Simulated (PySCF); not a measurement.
# Multinuclear NMR of H8P4Si2

Atom-mapped SMILES (the numbers label the heavy atoms): `[SiH3:1][P:2]1[PH:3][P:4]([SiH3:5])[PH:6]1` (H(Xn): hydrogen on atom n).

Computed data (PySCF 2.14.0 with density-fitted response routines): GFN2-xTB geometry, GIAO PBE0/pcSseg-1 shieldings. Gas phase, non-relativistic Hamiltonian, a single conformation, one averaged value for each set of equivalent atoms.

Question: Predict the ³¹P NMR data.

Answer: 
```tsv
atoms	environment	σ (ppm)	δ (ppm)
P3/P6	phosphorus bonded to 2 P, H, in a 4-membered ring	502.4	-146.1
P2/P4	phosphorus bonded to 2 P, Si, in a 4-membered ring	533.7	-172.0
```

Shieldings were converted by a linear fit to measured shifts: ³¹P: δ = 270.09 − 0.828σ (rms 18.1 ppm, 64 shifts vs H3PO4, solution or neat liquid). Occasional misses reach two or three times the rms, and more in compound classes unlike the fitted ones.

On a 600 MHz spectrometer ³¹P resonates near 242.9 MHz, so 1 ppm is 242.9 Hz.

Question: Predict the ²⁹Si NMR data.

Answer: 
| atoms | environment | σ (ppm) | δ (ppm) |
| --- | --- | --- | --- |
| Si1/Si5 | silicon bonded to P, 3 H | 406.7 | -54.3 |

Shieldings were converted by a linear fit to measured shifts: ²⁹Si: δ = 279.94 − 0.822σ (rms 8.9 ppm, 72 shifts, 25.8 ppm with the 6 outliers that the fit left out vs TMS, solution or neat liquid). Occasional misses reach two or three times the rms, and more in compound classes unlike the fitted ones.

On a 500 MHz spectrometer ²⁹Si resonates near 99.3 MHz, so 1 ppm is 99.3 Hz.
